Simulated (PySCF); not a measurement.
GeH₅Si, SMILES [SiH3][GeH2], multiplicity 2. Atoms are numbered in the order given.

```xyz
7

Si    -1.5822    -0.0177     0.0000
Ge     0.7979     0.0449     0.0000
H     -2.0830     0.6889     1.2183
H     -2.0830     0.6889    -1.2183
H     -2.1240    -1.4158     0.0000
H      1.4547    -0.5758     1.2646
H      1.4547    -0.5758    -1.2646
```
Charge 0, spin multiplicity 2.

Coordinates come from a PBE-D3(BJ)/def2-TZVP optimisation. The isomer is the one that the SMILES or the coordinates give; other isomers of the formula were not compared.

Method: PBE/def2-TZVPD run with PySCF.

Mulliken values depend strongly on the basis, most of all with diffuse functions as here. Atomic charges (e):

```
atom  meta-Löwdin  Mulliken  Mulliken spin
----  -----------  --------  -------------
Si1          0.21     -0.02           0.03
Ge2          0.01     -0.16           0.97
H3          -0.06      0.01           0.00
H4          -0.06      0.01           0.00
H5          -0.06      0.00           0.04
H6          -0.02      0.08          -0.01
H7          -0.02      0.08          -0.01
```
